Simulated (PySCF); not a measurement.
Method: PySCF 2.14.0 with PBE-D3(BJ)/def2-TZVP // B3LYP-D3(BJ)/def2-TZVP. Isolated molecules, 0 K electronic values unless said otherwise. Excitations are Tamm–Dancoff values on a coarser integration grid. The basis has no diffuse functions, so Rydberg states are missing or too high.

Reference species (SMILES): `N#CC1C=C1` (neutral, multiplicity 1).

```
Quantity                Value
-------------------  --------
LUMO                 -1.92 eV
S1 excitation (TDA)   5.59 eV
T1 excitation (TDA)   4.48 eV
S1–T1 gap (TDA)       1.11 eV
```

Changed species: `C(#CN)C#C`.

Task: Give the shifts of the LUMO, S1 excitation (TDA), T1 excitation (TDA) and S1–T1 gap (TDA).

Result: the LUMO rises by 0.59 eV, to -1.33 eV; the S1 excitation (TDA) drops by 1.70 eV, to 3.89 eV; the T1 excitation (TDA) falls by 0.90 eV, to 3.58 eV; the S1–T1 gap (TDA) decreases by 0.80 eV, to 0.31 eV.
